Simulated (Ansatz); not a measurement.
Cost and result up the ladder for Si2N2O (5 atoms). The state is a singlet with charge 0. Geometry: r2SCAN-D4/def2-SVP.

```xyz
5

Si   -0.400    1.468   -0.557
Si    0.398   -1.469    0.557
N     0.797   -2.893    1.099
N    -0.020    0.044   -0.018
O    -0.774    2.850   -1.081
```

Ansatz on 4 threads of Arm Neoverse V2 on a shared host. Times are rough, and most runs start from the orbitals of an earlier one. No level here is sound enough to serve as a yardstick. Binding counts from free atoms at the same level (Si triplet, N quartet, O triplet; other spins of the atoms weren't run), without zero-point energy or a counterpoise term.

Correlated methods freeze 13 core orbitals. Another isomer (singlet) lies 2.68 eV lower at PBE0-D4/def2-TZVP; other spin states weren't run for this one.

Correlated methods converge slowly with the basis.

```json
{"level": "ωB97M-V/def2-TZVP", "functions": "167", "binding energy per atom (eV)": "3.58", "remarks": "restricted SCF unstable in HF"}
{"level": "r2SCAN-D4/def2-TZVP", "functions": "167", "binding energy per atom (eV)": "3.61", "remarks": "restricted SCF unstable in HF"}
{"level": "CCSD(T)/def2-TZVPP", "functions": "177", "binding energy per atom (eV)": "3.39", "remarks": "large T1 (0.029), restricted SCF unstable"}
{"level": "PBE0-D4/def2-TZVP", "functions": "167", "binding energy per atom (eV)": "3.52", "remarks": "restricted SCF unstable in HF"}
{"level": "BLYP-D4/def2-TZVP", "functions": "167", "binding energy per atom (eV)": "3.84", "remarks": "restricted SCF unstable in HF"}
{"level": "PBE-D4/def2-TZVP (with forces)", "functions": "167", "binding energy per atom (eV)": "3.90", "remarks": "restricted SCF unstable in HF"}
```

(1) Estimate how long each takes.

Results:

(1) BLYP-D4/def2-TZVP 1 s; PBE-D4/def2-TZVP (with forces) 1.2 s; PBE0-D4/def2-TZVP 1.9 s; r2SCAN-D4/def2-TZVP 2.1 s; ωB97M-V/def2-TZVP 4.4 s; CCSD(T)/def2-TZVPP 25 s. On shared hardware such times vary by a factor of up to 3.
